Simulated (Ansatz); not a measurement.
`[Cl][SnH][GeH3]` radical. The species carries charge 0 and has multiplicity 2. Correlated methods include outer-core shells of Ge, Sn, which these sets cover unevenly. Scalar relativity is left out up to krypton. Sn: def2 effective core potential.

Z-matrix (Å, degrees):
```
Ge
Sn 1 2.633
H 1 1.537 2 109.1
H 1 1.537 2 109.9 3 120.5
H 1 1.534 2 108.2 3 -119.3
Cl 2 2.356 1 104.1 3 -178.8
H 2 1.730 1 114.1 3 -67.4
```

Q: Give the diagnostics of a CCSD(T)/def2-TZVPP run (frozen core, Ansatz). (Best estimate.)

A: The calculation gave: T1 = 0.0140, largest single amplitude 0.038, largest double 0.026, (T) share of the correlation energy 3.3 %, 11 CCSD cycles. ⟨S²⟩ of the UHF reference is 0.759 against 0.75 for a pure state. T1 lies under the customary mark of 0.045 for open shells.
